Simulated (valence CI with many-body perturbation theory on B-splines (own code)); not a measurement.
## E1 transitions of V¹⁸⁺

Method: relativistic CI+MBPT: three valence electrons over a frozen Dirac-Fock core [He], radial functions for each j: 11 s, 11 p, 9 d, 7 f, 5 g, 2 h, 1 i, with the one-electron correlation potential Σ1 (screened to all orders), the two-electron term Σ2, the three-electron term Σ3, Breit, model QED; selected single and double excitations, second order for the rest (own B-spline code, finite nucleus).

No measured levels were compared; by estimate levels of excited configurations hold to 0.05 to 0.15 % of their energy, terms of the ground configuration to about 0.5 %.

Lines 1 to 50 of 257 in falling wavelength, among levels below 893.53 eV, chosen from the strongest by gf and those to the six lowest levels. Wavelengths and rates use the calculated energies, so an error of 600 cm⁻¹ moves a line at 854.2 Å by 0.51 % and its rate by three times that or more. Electric multipoles are in the length gauge, E1 and E2 with the static RPA response of the core. Weak lines are less certain than strong ones. Lines between different terms over intervals too small for the method are left out, as are lines whose strength nearly cancels. Where a level lies close to another of its J and parity, the split of strength between their lines is uncertain. The highest levels of a list are the least certain.

Names give the largest LS component (configuration and term), which can be under half, so a name can repeat, a term be missing and a line seem to break the LS rules; names also repeat where a configuration has a term twice. Letters in brackets count levels of one name in rising energy.

```csv
λ vac (Å),Upper,Lower,A (s⁻¹),log gf,Branch %
854.2,2s2p3d ⁴D°_7/2,2s2p3p ⁴P_5/2,1.91e+08,-0.78,0.0
821.6,2s2p3d ⁴F°_9/2,2s2p3p ⁴D_7/2,3.68e+08,-0.43,98.7
789.8,2s2p3d ⁴F°_7/2,2s2p3p ⁴D_5/2,3.90e+08,-0.54,0.0
768.5,2s2p3d ²F°_7/2 [b],2s2p3p ²D_5/2 [b],3.80e+08,-0.57,0.0
752.2,2p²3p ⁴P°_5/2,2p²3s ⁴P_5/2,4.13e+08,-0.68,0.0
746.3,2s2p3p ⁴D_3/2,2s2p3s ⁴P°_3/2,3.22e+08,-0.97,0.0
724.4,2s2p3d ⁴F°_5/2,2s2p3p ⁴D_3/2,3.76e+08,-0.75,0.0
713.6,2s2p3d ²P°_3/2 [b],2s2p3p ²S_1/2 [b],3.01e+08,-1.04,0.0
702.7,2p²3p ⁴D°_3/2,2p²3s ⁴P_1/2,5.57e+08,-0.78,0.0
702.6,2p²3p ⁴D°_7/2,2p²3s ⁴P_5/2,8.17e+08,-0.32,0.0
702.6,2s2p3d ²F°_5/2 [b],2s2p3p ²D_3/2 [b],3.43e+08,-0.82,0.0
699.1,2s2p3d ⁴F°_3/2,2s2p3p ⁴D_1/2,4.07e+08,-0.92,0.1
699.1,2p²3p ⁴D°_5/2,2p²3s ⁴P_3/2,7.39e+08,-0.49,0.0
689.0,2s2p3d ²D°_5/2 [b],2s2p3p ²P_3/2 [b],3.73e+08,-0.80,0.0
680.0,2s2p3d ²D°_5/2 [a],2s2p3p ⁴S_3/2,3.20e+08,-0.88,0.0
677.1,2s²3d ²D_5/2,2s²3p ²P°_3/2,5.84e+08,-0.62,0.0
676.6,2s2p3d ⁴P°_5/2 [a],2s2p3p ²P_3/2 [a],4.00e+08,-0.78,0.0
672.4,2s2p3d ⁴D°_7/2,2s2p3p ⁴D_7/2,1.87e+08,-0.99,0.0
648.6,2s²3p ²P°_1/2,2s²3s ²S_1/2,8.14e+08,-0.99,0.6
636.8,2s2p3p ²D_5/2 [a],2s2p3s ²P°_3/2 [a],7.77e+08,-0.55,0.0
626.7,2s2p3p ⁴D_7/2,2s2p3s ⁴P°_5/2,1.00e+09,-0.33,36.5
620.3,2s²3d ²D_3/2,2s²3p ²P°_1/2,6.22e+08,-0.84,0.0
614.0,2s2p3p ²D_5/2 [b],2s2p3s ²P°_3/2 [b],5.53e+08,-0.73,0.1
608.6,2s2p3p ⁴D_5/2,2s2p3s ⁴P°_3/2,9.60e+08,-0.50,6.0
595.9,2s2p3d ²F°_5/2 [a],2s2p3p ²D_3/2 [a],4.19e+08,-0.87,0.0
585.8,2s2p3d ²F°_7/2 [a],2s2p3p ²D_5/2 [a],9.29e+08,-0.42,0.0
582.8,2s2p3p ²P_3/2 [b],2s2p3s ²P°_1/2 [b],6.50e+08,-0.88,0.0
576.9,2s²3p ²P°_3/2,2s²3s ²S_1/2,1.15e+09,-0.64,0.8
574.5,2s2p3d ²D°_3/2 [a],2s2p3p ²P_1/2 [a],5.61e+08,-0.95,0.0
565.3,2s2p3d ²F°_5/2 [a],2s2p3p ⁴P_3/2,4.56e+08,-0.88,0.0
558.6,2s2p3p ⁴P_3/2,2s2p3s ⁴P°_5/2,5.95e+08,-0.95,0.0
558.0,2s2p3p ²P_3/2 [a],2s2p3s ⁴P°_1/2,7.30e+08,-0.87,0.0
531.8,2s2p3p ²S_1/2 [a],2s2p3s ²P°_3/2 [a],1.35e+09,-0.94,0.0
531.7,2s2p3p ²D_3/2 [a],2s2p3s ⁴P°_5/2,8.86e+08,-0.82,0.0
523.0,2s2p3p ⁴P_5/2,2s2p3s ⁴P°_5/2,1.34e+09,-0.48,0.2
513.6,2s2p3p ⁴P_1/2,2s2p3s ⁴P°_3/2,1.70e+09,-0.87,0.9
504.4,2s2p3p ⁴S_3/2,2s2p3s ⁴P°_3/2,7.83e+08,-0.92,0.0
274.7,2p³ ²D°_5/2,2s2p² ²P_3/2,2.56e+09,-0.76,17.2
254.1,2p²3s ²D_5/2,2s2p3s ²P°_3/2 [b],3.48e+09,-0.69,0.2
252.9,2p²3s ²D_5/2,2s2p3d ⁴D°_3/2,1.89e+09,-0.96,0.1
229.3,2p³ ²D°_3/2,2s2p² ²P_1/2,3.56e+09,-0.95,23.8
202.4,2p²3p ⁴P°_5/2,2s2p3p ⁴P_5/2,3.78e+09,-0.86,0.2
198.5,2p³ ²P°_1/2,2s2p² ²S_1/2,9.34e+09,-0.96,28.8
197.7,2p²3p ⁴D°_5/2,2s2p3p ⁴D_7/2,3.03e+09,-0.97,0.2
197.6,2p²3p ²D°_3/2,2s2p3p ²D_3/2 [a],4.39e+09,-0.99,0.2
194.0,2p³ ²P°_3/2,2s2p² ²P_3/2,1.25e+10,-0.55,39.6
192.9,2p²3p ⁴D°_3/2,2s2p3p ⁴D_5/2,5.05e+09,-0.95,0.3
191.5,2p²3s ⁴P_3/2,2s2p3s ⁴P°_5/2,4.64e+09,-0.99,0.5
189.1,2s2p² ²D_3/2,2s²2p ²P°_3/2,1.30e+08,-2.55,1.9
186.9,2p²3p ⁴D°_7/2,2s2p3p ⁴D_7/2,7.51e+09,-0.50,0.4
```

(1) How does gf follow from A for the line at 702.7 Å?

Answers

(1) gf = 1.4992 × (2J+1)_upper × A / σ², with σ = 142318 cm⁻¹ and 2J+1 = 4: gf = 0.165.
